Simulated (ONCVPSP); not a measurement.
## Plane-wave convergence, ONCV potential for Ga (Z = 31)

ONCVPSP 4.0.1 input, shortened (lines: element, Z, core and valence counts, functional; n l f; lmax; l rc ep ncon nbas qcut; lloc lpopt rc5 dvloc0; l nproj debl; icmod fcfact rcfact), LDA (Perdew-Wang 92), scalar-relativistic:

```
  Ga 31.00    5    3  -001012      upf
    1    0    2.00
    2    0    2.00
    2    1    6.00
    3    0    2.00
    3    1    6.00
    3    2   10.00
    4    0    2.00
    4    1    0.50
    2
    0    1.50    0.00    3    6    5.00
    1    1.85    0.00    3    7    4.80
    2    1.25    0.00    3    7   12.90
    2    5    1.25    0.00
    0    1    2.10
    1    3    0.30
    2    0    0.90
    3    2.75    1.45
```

Q: For each optimised wave give the share of its norm inside rc, the residual kinetic energy above qcut (Ha) and the cutoffs (Ha) for errors of 10, 1, 0.1 and 0.01 mHa per electron.

A:

```csv
wave,norm inside rc,residual KE,10 mHa,1 mHa,0.1 mHa,0.01 mHa
4s,0.173,9.8e-05,5.2,7.7,12.3,62.5
4p,0.155,6.3e-06,1.6,6.2,9.0,11.3
p projector 2,0.072,2.1e-05,1.5,5.0,8.3,28.0
p projector 3,0.069,4.5e-05,1.8,5.4,8.9,74.4
3d,0.856,2.5e-06,56.2,65.6,72.8,79.0
```

The occupied waves need 66 Ha and 73 Ha for 1 and 0.1 mHa. Note: ghosts flagged at negative energy: s at -326.1 eV, p at -72.1 eV; GHOST(+) flagged for p at 59.7 eV. A true bound ghost makes a file unfit for plane-wave use.
